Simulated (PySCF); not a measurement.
AlH3, SMILES [AlH3].

Coordinates come from a B3LYP-D3(BJ)/def2-TZVPD optimisation. The isomer is the one that the SMILES or the coordinates give; other isomers of the formula were not compared.

Level of theory: PySCF with TDDFT-PBE/def2-TZVPD.

Vertical excitations; the highest root listed may be one member of a degenerate set. Gas-phase values at a fixed geometry. State labels are in the subgroup C2v.

```csv
state,symmetry,energy (eV),λ (nm),f,main pairs
S1,B2,4.88,254,0.000,HOMO→LUMO (degenerate set)
S2,A2,4.88,254,0.000,HOMO−1→LUMO (degenerate set)
S3,B1,7.40,168,0.123,"HOMO−1→LUMO+1, HOMO−1→LUMO+2 (degenerate set)"
S4,A1,7.40,168,0.123,"HOMO→LUMO+1, HOMO→LUMO+2 (degenerate set)"
S5,A1,7.74,160,0.002,"HOMO→LUMO+2, HOMO→LUMO+3, HOMO−1→LUMO+4, HOMO→LUMO+1 (degenerate set)"
S6,B1,7.74,160,0.002,"HOMO−1→LUMO+2, HOMO−1→LUMO+3, HOMO→LUMO+4, HOMO−1→LUMO+1 (degenerate set)"
S7,B1,7.86,158,0.000,"HOMO−1→LUMO+3 50 %, HOMO→LUMO+4 50 %"
S8,A1,7.93,156,0.000,"HOMO→LUMO+3 49 %, HOMO−1→LUMO+4 49 %"
S9,B2,8.16,152,0.024,"HOMO−2→LUMO 71 %, HOMO−1→LUMO+6 14 %, HOMO→LUMO+5 14 %"
S10,A1,8.66,143,0.579,"HOMO−1→LUMO+4 30 %, HOMO→LUMO+3 30 %, HOMO→LUMO+2 17 %, HOMO→LUMO+1 8 %"
T1,B2,4.42,280,0,HOMO→LUMO (degenerate set)
T2,A2,4.42,280,0,HOMO−1→LUMO (degenerate set)
T3,A1,6.81,182,0,"HOMO→LUMO+1, HOMO→LUMO+2 (degenerate set)"
T4,B1,6.81,182,0,"HOMO−1→LUMO+1, HOMO−1→LUMO+2 (degenerate set)"
```
Triplets are in the Tamm–Dancoff approximation, which puts them higher than full response would, so one can lie above its singlet here.
